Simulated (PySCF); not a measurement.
Simulated Si 2p region for `C[AsH][SiH3]`, binding energy against the vacuum level.

Every computed line was given a Gaussian of 0.8 eV full width at half maximum and an area set by the number of equivalent atoms (split 2:1 within a doublet); the highest printed point is 100. Theory: delta-SCF UKS SCAN, pcX-2 on the ionised atom, pcseg-1 elsewhere, spin-free X2C (PySCF).

(binding energy (eV), intensity): (105.4, 0), (105.5, 1), (105.6, 2), (105.7, 4), (105.8, 7), (105.9, 14), (106.0, 23), (106.1, 36), (106.2, 52), (106.3, 69), (106.4, 84), (106.5, 95), (106.6, 100), (106.7, 99), (106.8, 94), (106.9, 87), (107.0, 78), (107.1, 69), (107.2, 60), (107.3, 51), (107.4, 41), (107.5, 31), (107.6, 22), (107.7, 14), (107.8, 9), (107.9, 5), (108.0, 3), (108.1, 1), (108.2, 1), (108.3, 0)

How many maxima does the curve show, and how many computed lines lie under it?

The curve has 1 maximum (at 106.6 eV). Under it lie 2 lines from 1 inequivalent silicon site, drawn as a 2p3/2, 2p1/2 pair. At this width some lines have no maximum of their own.

Decompose the envelope and assign each component. Numbering: `[CH3:1][AsH:2][SiH3:3]`.

```tsv
position (eV)	relative area	line	atoms	environment
106.56	0.67	Si 2p3/2	Si3	SiH3 silicon
107.18	0.33	Si 2p1/2	Si3	SiH3 silicon
```

What are the centre and the root-mean-square width of the whole band?

The area-weighted mean of the lines is 106.77 eV. Their own spread about it is 0.29 eV (rms) and each Gaussian has σ = 0.8/2.355 = 0.34 eV; the variances add, which gives 0.45 eV.

No satellites, vibrations or lifetime broadening are included. For 2p shells one spin-free hole was relaxed; a mean-field spin–orbit operator and the ground-state splitting of the three 2p orbitals were then diagonalised within the shell. The shell's mean is (2 × 2p3/2 + 2p1/2)/3, and the degeneracies 2j + 1 give areas of 2:1. 2p1/2 minus 2p3/2 (ligand field included): Si 0.62 eV. Isolated species at its PBE0-D3(BJ)/def2-SVP geometry, gas phase.

The run took 12 s of wall time on an x86-64 server with one thread, shared host.
